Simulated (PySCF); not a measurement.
# How methods differ on the excitation energy of Cr

Cr [Ar] 3d5 4s1 (7S) → Cr [Ar] 3d4 4s1 5s1 (7D), as a difference of total energies. All numbers are calculated (PySCF 2.14, the non-relativistic Hamiltonian (point nucleus), in dyall-av2z (16s12p7d2f, 101 functions)). Correlated levels: valence: [Ar] frozen; virtual orbitals above 40 to 60 times the deepest correlated orbital energy dropped. The calculations carry no spin-orbit coupling.

```
           method  excitation energy (eV)
              UHF                   4.614
    MP2 (valence)                   5.603
SCS-MP2 (valence)                   4.944
   CCSD (valence)                   5.567
CCSD(T) (valence)                   5.620
```

Problem. How much does correlation contribute at CCSD(T) (valence)?

Solution. 5.620 − (4.614) = 1.006 eV, measured against UHF.

A first-order spin-orbit estimate (lowest level to lowest level, LS coupling) adds -0.040 eV.

The promoted electron is Rydberg-like, and one or two diffuse shells describe it only roughly, which tends to raise the upper state.
